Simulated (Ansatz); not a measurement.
Start from `COC#N` and change one atom or group to get `BCOC#N`.

Ansatz, PBE0-D4/def2-TZVP geometries, multiplicity 1. Each molecule was computed in one conformer, which needn't be the lowest.

| property | `COC#N` |
| --- | --- |
| size of the dipole moment (ωB97M-V/def2-TZVPP) / D | 4.59 |
| size of the dipole moment (PBE/def2-TZVPP) / D | 4.51 |
| LUMO energy (PBE/def2-TZVPP) / eV | -0.53 |
| zero-point energy (PBE0-D4/def2-TZVP) / kJ/mol | 133.3 |
| HOMO energy (PBE/def2-TZVPP) / eV | -7.11 |
| HOMO–LUMO gap (PBE/def2-TZVPP) / eV | 6.59 |

(1) What does the change do to each property? (Estimate.)

Results:

(1) Ansatz gave: 
| property | `BCOC#N` | shift |
| --- | --- | --- |
| size of the dipole moment (ωB97M-V/def2-TZVPP) / D | 4.49 | -0.10 |
| size of the dipole moment (PBE/def2-TZVPP) / D | 4.37 | -0.14 |
| LUMO energy (PBE/def2-TZVPP) / eV | -3.33 | -2.80 |
| zero-point energy (PBE0-D4/def2-TZVP) / kJ/mol | 158.9 | 25.6 |
| HOMO energy (PBE/def2-TZVPP) / eV | -7.09 | 0.02 |
| HOMO–LUMO gap (PBE/def2-TZVPP) / eV | 3.76 | -2.83 |

The zero-point energy changes by 25.6 kJ/mol with +6 modes. Dipoles are sizes alone; their direction can turn.
